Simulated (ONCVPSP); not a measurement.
Potentials for cadmium compared

Generated with ld1.x 7.5 (TM, RRKJ, ultrasoft, PAW), atompaw 4.2 or ONCVPSP 4.0.1. The cutoff is in Ry: for ld1.x and atompaw files where the sum of valence levels is converged to 10 mRy in a Bessel basis, for ONCV files where the hardest occupied wave has 1 mHa per electron of residual kinetic energy. The error is the largest all-electron minus pseudo excitation energy over each file’s own four to seven test configurations (ionisations up to +4, promotions, holes and added fractions of an electron), all of which were solved. The labels leave out finer settings (local radius, basis sizes, second energies), which also bear on the numbers. Spin-polarised tests are not counted. The rows are a selection from randomly drawn settings: files with unsolved tests, undetermined cutoffs or missed reference levels are left out.

A true bound ghost makes a file unfit for plane-wave use even where its test errors are small: the radial tests pick states by their node count and pass the ghost by.

| potential | cutoff (Ry) | largest error (meV) | bound ghosts |
| --- | --- | --- | --- |
| ONCV, PBE, scalar-relativistic, rc 1.40/1.25/1.25 (spd), local smoothed, core correction no, reference 4s2 4p6 4d10 5s1.5, qcut 9.9/12/9, projectors 2/3/2 | 92 | -9.6 | none |
| ONCV, PBE, fully relativistic, rc 1.55/1.50/1.85 (spd), local smoothed, core correction yes, reference 4s2 4p6 4d10 5s1, qcut 7.2/11.1/6.8, projectors 2/1/2 | 78 | +120 | none |
| ONCV, LDA (Perdew-Wang 92), scalar-relativistic, rc 1.85/1.90 (sp), local smoothed, core correction yes, reference 5s1.5, qcut 3.9/4.5, projectors 3/1 | 27 | -90 | s, p |

(1) Fill in the row for Cd: ONCV, PBE, fully relativistic, rc 1.40/0.95/1.10 (spd), local smoothed, core correction yes, reference 4s2 4p6 4d10 5s1, qcut 10/8.5/7.4, projectors 2/1/2.

(2) Fill in the row for Cd: ONCV, PBEsol, scalar-relativistic, rc 1.60/1.25/1.90 (spd), local smoothed, core correction yes, reference 4s2 4p6 4d10 5s1, qcut 9.7/9.1/8.8, projectors 3/1/3.

(3) Fill in the row for Cd: ONCV, LDA (Perdew-Wang 92), scalar-relativistic, rc 1.55/1.50/1.50 (spd), local smoothed, core correction yes, reference 4s2 4p6 4d10 5s2, qcut 8.5/9.3/9.7, projectors 2/2/2.

## Answers

(1) cutoff 217 Ry, largest error +58 meV, bound ghosts: none.

(2) cutoff 64 Ry, largest error +31 meV, bound ghosts: none.

(3) cutoff 70 Ry, largest error -220 meV, bound ghosts: none.
